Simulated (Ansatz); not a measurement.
Species: H7N3OSi, SMILES `N[Si](N)(N)O` (charge 0, multiplicity 1), formula H₇N₃OSi.

Task: How many basis functions does frozen-core CCSD(T)/cc-pVTZ // B3LYP-D3(BJ)/def2-TZVP (Ansatz, a quantum-chemistry and plane-wave program) use, how many core orbitals are frozen, and how many electrons are correlated?

Result: 252 basis functions and 9 frozen orbitals, which leaves 32 correlated electrons. Core time is of the order of minutes.
